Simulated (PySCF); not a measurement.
**BeF₂: breathing scan**

Level of theory: PySCF, PBE0, basis Be def2-TZVP, F def2-TZVP (no relativity, density fitting).

Rigid scan from the singlet minimum (Be–F 1.378 Å (×2); F–Be–F 180.0°). Coordinate: all bonds to the central atom scaled together. Energies in kJ/mol from the minimum.

Predict the curve at 0.88, 0.92, 0.96, 1.00, 1.04, 1.08, 1.14, 1.22, 1.35.


```tsv
scale of all bonds to the centre	E (kJ/mol)
0.88	135.6
0.92	53.6
0.96	12.0
1.00	0.0
1.04	9.7
1.08	35.1
1.14	93.1
1.22	192.1
1.35	373.1
```

Other isomers or separated fragments may lie lower.
